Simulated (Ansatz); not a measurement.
BeF2, relaxed as a singlet with RKS PBE-D4/def2-TZVP in Ansatz, starting from the GFN2-xTB geometry. Force threshold 0.02 eV/Å.

Start:

```xyz
3

Be   -0.001    0.003   -0.002
F     0.753    0.654    0.938
F    -0.752   -0.657   -0.936
```

(1) Estimate the energy that the relaxation releases and the steps that it takes.

(2) Does the start keep its bonding and symmetry?

(3) Predict the relaxed structure.

Answers

(1) 0.02 eV, in 3 steps; 0.9 s on 4 threads of Arm Neoverse V2 on a shared host. No frequencies were taken in this run, so the end may be a saddle point.

(2) By distances, no bond broke or formed. The bond that changes most is Be1–F3, from 1.37 to 1.39 Å (atoms count from 1). Point group D∞h at the start, D∞h at the end, both within 0.05 Å.

(3) 
```xyz
3

Be    0.000    0.001   -0.001
F     0.765    0.666    0.952
F    -0.765   -0.667   -0.951
```
Bond lengths: 2 × Be–F 1.39 Å.
